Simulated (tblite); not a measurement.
Species: C8H6OS2.
Z-matrix (Å and degrees, GFN2-xTB geometry), rows numbered from 1:
```
C 
C   1  1.5071
O   2  1.2121  1  123.13
C   2  1.4621  1  115.74  3  -179.98
C   4  1.3741  2  125.51  1  -179.93
C   5  1.3986  4  111.73  2   179.94
S   6  1.7297  5  135.21  4  -179.96
C   7  1.7293  6   90.39  5  -179.99
C   8  1.3586  7  114.09  6    -0.02
C   6  1.3958  5  113.86  4     0.00
S  10  1.7215  6  111.25  5    -0.01
H   1  1.0865  2  109.70  3    -0.07
H   1  1.0882  2  109.83  3  -120.67
H   1  1.0882  2  109.86  3   120.56
H   5  1.0744  4  122.66  2    -0.10
H   8  1.0721  7  118.46  6   179.98
H   9  1.0739  8  124.40  7   179.99
```

Computed geometry: GFN2-xTB, gas phase.

Take the most abundant isotopes and a rigid rotor. The values belong to one conformer with, in the numbering `[CH3:1][C:2](=[O:3])[c:4]1[cH:5][c:6]2[s:7][cH:8][cH:9][c:10]2[s:11]1`, C1–C2–C4–C5 180°.

**Question.** Give the principal moments of inertia and the rotational constants in MHz.

**Answer.** Ia = 231.17, Ib = 933.65, Ic = 1161.69 u·Å²; 505379 MHz·u·Å²/I gives A = 2186, B = 541.3, C = 435.0 MHz.

**Question.** What kind of rotor is it?

**Answer.** An asymmetric top. Ray's parameter κ = (2B − A − C)/(A − C) = -0.879; −1 is the prolate and +1 the oblate limit.

**Question.** What does the inertial defect say?

**Answer.** Not planar: Δ = Ic − Ia − Ib = -3.13 u·Å². For a rigid frame Δ = −2 Σ m c², so Σ m c² = 1.56 u·Å² lies off the ab plane, practically all of it from hydrogen. The atom farthest from that plane is 0.88 Å away.

**Question.** Give the other two planar moments, Paa and Pbb, and the rms extents of the mass along the axes.

**Answer.** Paa = Σ m a² = (Ib + Ic − Ia)/2 = 932.08 and Pbb = Σ m b² = (Ia + Ic − Ib)/2 = 229.60 u·Å². With the mass M = 181.99 u, the rms extents √(P/M) along a, b and c are 2.26, 1.12, 0.09 Å.

**Question.** Give the coordinates in the principal-axis frame, origin at the centre of mass.

**Answer.** The sense of each axis is arbitrary; atoms in the order of the calculation.
```csv
atom,mass (u),a (Å),b (Å),c (Å)
C1,12.000,-3.621,-0.750,0.002
C2,12.000,-2.726,0.463,0.000
O3,15.995,-3.150,1.599,-0.001
C4,12.000,-1.290,0.193,-0.001
C5,12.000,-0.298,1.144,-0.001
C6,12.000,0.975,0.566,0.000
S7,31.972,2.597,1.167,0.001
C8,12.000,3.209,-0.450,0.000
C9,12.000,2.246,-1.408,-0.001
C10,12.000,0.961,-0.830,0.000
S11,31.972,-0.649,-1.438,0.000
H12,1.008,-4.661,-0.438,0.003
H13,1.008,-3.419,-1.356,0.882
H14,1.008,-3.422,-1.357,-0.879
H15,1.008,-0.506,2.198,-0.001
H16,1.008,4.272,-0.594,0.000
H17,1.008,2.440,-2.464,-0.001
```

**Question.** List the rotational levels J(Ka,Kc) to J = 4 (cm⁻¹).

**Answer.** Above 0(0,0):
J = 1: 1(0,1) 0.0326, 1(1,1) 0.0874, 1(1,0) 0.0910
J = 2: 2(0,2) 0.0975, 2(1,2) 0.1490, 2(1,1) 0.1597, 2(2,1) 0.3243, 2(2,0) 0.3244
J = 3: 3(0,3) 0.1946, 3(1,3) 0.2413, 3(1,2) 0.2626, 3(2,2) 0.4220, 3(2,1) 0.4228, 3(3,1) 0.7053, 3(3,0) 0.7053
J = 4: 4(0,4) 0.3232, 4(1,4) 0.3642, 4(1,3) 0.3996, 4(2,3) 0.5521, 4(2,2) 0.5546, 4(3,2) 0.8359, 4(3,1) 0.8359, 4(4,1) 1.2321, 4(4,0) 1.2321
The levels of one J sum to (2J + 1)J(J + 1)(A + B + C)/3.

Its GFN2-xTB frequencies are all real (lowest 51 cm⁻¹). No vibrational averaging or centrifugal distortion is included, and the geometry carries the error of its method.
